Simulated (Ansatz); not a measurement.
C$_{2}$H$_{8}$ClInO, SMILES `[CH3][In-]([CH3])([OH2+])[Cl]`. Charge 0, multiplicity 1. In takes the def2 core potential. All single points use the PBE0-D4/def2-TZVP geometry. It is one conformer, not always the lowest.

```xyz
13

C    -2.075    0.713    0.495
In   -0.247    0.016   -0.358
C     0.779   -1.824   -0.738
O     1.362    1.034    1.127
Cl    0.701    1.757   -1.774
H    -1.899    0.982    1.537
H    -2.405    1.597   -0.049
H    -2.854   -0.050    0.455
H     1.781   -1.606   -1.108
H     0.847   -2.432    0.166
H     0.248   -2.399   -1.498
H     2.161    0.527    1.301
H     1.599    1.685    0.443
```

**Question.** What is the dipole moment at ωB97M-V/def2-TZVPP? (Estimate.)

**Answer.** The calculation gave: 3.62 D, with components (0.88, -2.21, 2.72) D in this frame, pointing from negative to positive charge.

**Question.** And with PBE, r2SCAN, B3LYP? (An estimate is asked.)

**Answer.** The calculation gave: PBE 3.52 D, r2SCAN 3.65 D, B3LYP 3.61 D.

**Question.** Give the Mulliken charges with ωB97M-V, PBE, r2SCAN in def2-TZVPP. (An estimate is asked.)

**Answer.** Ansatz gave: 
| atom | ωB97M-V | PBE | r2SCAN |
| --- | --- | --- | --- |
| C1 | -0.61 | -0.57 | -0.47 |
| In2 | 0.75 | 0.78 | 0.79 |
| C3 | -0.61 | -0.56 | -0.46 |
| O4 | -0.33 | -0.33 | -0.37 |
| Cl5 | -0.46 | -0.47 | -0.50 |
| H6 | 0.13 | 0.12 | 0.09 |
| H7 | 0.15 | 0.13 | 0.10 |
| H8 | 0.13 | 0.11 | 0.09 |
| H9 | 0.14 | 0.12 | 0.09 |
| H10 | 0.13 | 0.11 | 0.08 |
| H11 | 0.14 | 0.12 | 0.09 |
| H12 | 0.22 | 0.22 | 0.24 |
| H13 | 0.22 | 0.21 | 0.23 |

B3LYP here is the variant with VWN-RPA as its local correlation; programs differ in this.
